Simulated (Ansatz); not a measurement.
Consider the ligand exchange at the Al–C bond: `[CH3][Al-]1([CH3])[O]C=CC=[O+]1` + HCl → `[CH3][Al-]1([Cl])[O]C=CC=[O+]1` + CH₄.

Gas-phase electronic energies from Ansatz, PBE0-D4/def2-TZVP geometries. CCSD(T)/CBS is the MP2 limit (def2-TZVPP, def2-QZVPP) plus CCSD(T) − MP2 in def2-TZVPP, frozen cores. This one scheme is used for every species. Functionals use def2-TZVPP. B3LYP here is the variant with VWN-RPA as its local correlation; programs differ in this.

Q: Is it downhill or uphill in electronic energy at CCSD(T)/CBS, and by how much? (An estimate is asked.)

A: The calculation gave: Downhill: ΔE = -1.94 eV.

Q: What do these levels give: PBE-D4, PBE0-D4, r2SCANh-D4, B2PLYP, PBE, B3LYP, r2SCAN0, CAM-B3LYP, CCSD(T)/def2-SVP, HF/def2-TZVPP, HF/def2-QZVPP, HF/CBS(def2)? (An estimate is asked.)

A: Computed: PBE-D4 -1.85, PBE0-D4 -1.91, r2SCANh-D4 -1.97, B2PLYP -1.96, PBE -1.85, B3LYP -1.94, r2SCAN0 -1.99, CAM-B3LYP -1.94, CCSD(T)/def2-SVP -1.97, HF/def2-TZVPP -2.12, HF/def2-QZVPP -2.12, HF/CBS(def2) -2.12 eV.

Largest T1 diagnostic among the species: 0.016.

From BLYP to BHLYP (50 % exact exchange), in def2-TZVPP and without D4, ΔE moves by −0.13 eV. Leaving LDA and LC-ωPBE aside and taking each functional with its dispersion term where it has one, the values, not all of them listed here, spread over 0.18 eV, from BHLYP-D4 to PBE-D4. LDA lies +0.04 eV from PBE without D4. In def2-TZVPP, CCSD(T) changes the Hartree–Fock value by +0.22 eV (the triples alone add +0.02 eV) and MP2 by +0.17 eV.
